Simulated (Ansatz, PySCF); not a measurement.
Molecule: CsF, charge 0, multiplicity 1. SMILES: [F][Cs]
Structure (B3LYP-D3(BJ)/def2-TZVP (Ansatz, a program for electronic structure) minimum search):
```
Cs
F 1 2.4039
```
Charge 0, spin multiplicity 1.

Property: vertical triplet-singlet gap, E(triplet) - E(singlet), in eV. Conventions: valence correlation only (noble-gas shells and the d and f shells of earlier blocks; the outer core of K, Ca and congeners matters and is frozen too); UHF or UKS for open shells; LANL2DZ with its own core potentials from Na on; def2 sets with scalar-relativistic core potentials past Kr; STO-3G and 3-21G all-electron and non-relativistic; each state is the SCF solution reached for its charge and spin; 6-31G* and kin with 6d, 5d where marked; spin-orbit terms left out. First-principles rows: single points at B3LYP-D3(BJ) geometries (Ansatz). Levels can end on unlike triplets.

| level | program | vertical triplet-singlet gap, E(triplet) - E(singlet) (eV) |
|---|---|---|
| HF/6-31G* with LANL2DZ past Ar | Ansatz | 2.40 |
| PBE/6-31G* with LANL2DZ past Ar | Ansatz | 3.66 |
| B3LYP/3-21G | Ansatz | 2.14 |
| B3LYP/6-31G* with LANL2DZ past Ar | Ansatz | 3.53 |
| M06-2X/6-31G* with LANL2DZ past Ar (5d) | PySCF | 3.64 |
| MP2/6-31G* with LANL2DZ past Ar | Ansatz | 3.91 |
| wB97X-V/def2-TZVPD | Ansatz | 5.74 |

No value to compare with is used here. The 6 habitual levels span 2.14 (B3LYP/3-21G) to 3.91 eV (MP2/6-31G* with LANL2DZ past Ar); wB97X-V/def2-TZVPD gives 5.74.

The levels are drawn from those run, B3LYP/6-31G* more often than the rest, none by its result; runs whose electronic state is in doubt are left out.
